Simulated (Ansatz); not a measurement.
`C#CCNC` + `[NH2][SnH3]` → `C#C[NH][SnH3]` + `CNC`  (substitution at a C–C bond)

Program: Ansatz. Geometries: PBE0-D4/def2-TZVP. ΔE: electronic, gas phase. CBS: MP2 limit from def2 TZ/QZ plus the TZ coupled-cluster correction, frozen cores. Functionals use def2-TZVPP. B3LYP here is the variant with VWN-RPA as its local correlation; programs differ in this. Elements past krypton have def2 core potentials. For Sn outer-core shells are correlated without core-valence functions, which leaves a few kJ/mol of doubt a bond. One conformer a species, not always the lowest.

```csv
level,ΔE (kJ/mol),difference from CCSD(T)/CBS
B3LYP-D4,14.7,-13.0
ωB97X-V,19.9,-7.8
B2PLYP,19.8,-7.9
PBE,14.4,-13.3
r2SCAN,16.8,-10.9
PBE0,15.1,-12.6
MP2/def2-TZVPP,27.6,-0.1
SCS-MP2/def2-QZVPP,27.4,-0.3
MP2/CBS(def2),27.8,0.1
CCSD/CBS(def2),26.5,-1.2
CCSD(T)/CBS,27.7,0
```

Largest T1 diagnostic among the species: 0.014.

In def2-TZVPP, CCSD(T) changes the Hartree–Fock value by +10.7 kJ/mol (the triples alone add +1.1 kJ/mol) and MP2 by +10.8 kJ/mol.

CCSD(T)/CBS has its own doubt, a few kJ/mol and more with outer-core shells, so smaller differences from it don't rank the levels.
